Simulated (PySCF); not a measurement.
## Nuclear quadrupole coupling in `CCO[P@](=O)(OC)O[SiH3]`

Species: C3H11O4PSi.
Numbering: `[CH3:1][CH2:2][O:3][P@:4](=[O:5])([O:6][CH3:7])[O:8][SiH3:9]` (hydrogens: H10, H11, H12 on C1; H13, H14 on C2; H15, H16, H17 on C7; H18, H19, H20 on Si9)

Geometry (GFN2-xTB, Å), atoms numbered from 1 in this order:
```xyz
20
C3H11O4PSi angstrom
C     -2.6882   -0.0990   -0.3502
C     -1.6068   -1.1243   -0.6449
O     -0.3301   -0.5122   -0.7697
P      0.4058   -0.1016    0.6000
O      0.1008   -0.9447    1.7439
O      0.0731    1.4350    0.8540
C      0.3287    2.3843   -0.1671
O      1.9030   -0.0573    0.1011
Si     2.9956   -1.2604   -0.1156
H     -2.4703    0.3862    0.5988
H     -2.7205    0.6547   -1.1342
H     -3.6562   -0.5891   -0.2872
H     -1.7847   -1.6267   -1.5999
H     -1.5681   -1.8635    0.1605
H     -0.1587    3.3083    0.1427
H      1.4019    2.5449   -0.2765
H     -0.0790    2.0432   -1.1199
H      2.4925   -2.2110   -1.1085
H      4.0939   -0.4313   -0.6065
H      3.2622   -1.9250    1.1569
```

Field gradients from the PBE0/pcSseg-1 density (PySCF, non-relativistic), principal values in atomic units, ordered |Vxx| ≤ |Vyy| ≤ |Vzz|:

| atom | Vxx | Vyy | Vzz |
| --- | --- | --- | --- |
| O3 | -0.2469 | -1.3980 | 1.6449 |
| O5 | -0.3342 | -0.4123 | 0.7465 |
| O6 | -0.2928 | -1.4534 | 1.7462 |
| O8 | -0.3562 | -0.8517 | 1.2079 |

Q: Find the asymmetry η = (Vxx − Vyy)/Vzz and the couplings χ = eQV/h (234.96 MHz × Q in barn × V in au), with Q(17O) = −0.0256 b.

A: 
```csv
atom,environment,nucleus,η,χzz (MHz),χxx (MHz),χyy (MHz)
O3,oxygen bonded to C and P,17O,0.70,-9.89,1.49,8.41
O5,phosphoryl oxygen,17O,0.10,-4.490,2.010,2.480
O6,oxygen bonded to C and P,17O,0.66,-10.50,1.76,8.74
O8,oxygen bonded to P and Si,17O,0.41,-7.27,2.14,5.12
```

The tensor is traceless: Vxx + Vyy + Vzz = 0.

Q: What is Vzz at O8 in SI units (1 au = 9.71736 × 10²¹ V/m²)?

A: 1.2079 au = 11.738 × 10²¹ V/m².

Were the hydrogens deuterons (Q(2H) = 0.00286 b), χzz would run from 106 kHz (H18) to 213 kHz (H12).

One conformer (not necessarily the lowest) at the GFN2-xTB geometry, without solvent, vibrations or thermal averaging. GFN2-xTB bond lengths can be off by several hundredths of an ångström, more for odd bonds, and the gradients follow them. The basis is small and wasn't made for field gradients, so the couplings can be 20 % off.
